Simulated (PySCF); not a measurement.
## Ionisation energy of Pd¹⁴⁺ by level of theory

Pd¹⁴⁺ [Ar] 3d10 4s2 4p2 [4p1/2^2, M_J = 0] → Pd¹⁵⁺ [Ar] 3d10 4s2 4p1 [4p1/2^1, M_J = 1/2], as a difference of total energies. Calculation: PySCF 2.14, in an uncontracted even-tempered set (18 s from 0.66 bohr⁻², ratio 2.8; 14 p from 0.86 bohr⁻², ratio 2.8; 9 d from 1.5 bohr⁻², ratio 2.8; 4 f from 5.1 bohr⁻², ratio 3); the two-component X2C-1e Hamiltonian. Correlated levels: [Ne] frozen; the 82 highest virtual spinors dropped. "Screened" scales the spin-orbit matrix elements by Boettger's factors to mimic the two-electron term; Breit and QED terms are absent.

```
                    method  ionisation energy (eV)
 GHF (screened spin-orbit)                  340.50
GMP2 (screened spin-orbit)                  342.04
```

How much does correlation contribute at GMP2 (screened spin-orbit)?

342.04 − (340.50) = 1.54 eV, measured against GHF (screened spin-orbit).

Breit and QED terms and the two-electron picture change are absent.

The labels give the starting determinants; with spin-orbit coupling the two ends relaxed to ⟨J²⟩ = 0.00, ⟨L²⟩ = 1.34, ⟨S²⟩ = 1.34 and ⟨J²⟩ = 0.75, ⟨L²⟩ = 2.02, ⟨S²⟩ = 0.76.

For comparison: 342 ± 3 eV (theoretical estimate listed by NIST; NIST Atomic Spectra Database, ionization energies).
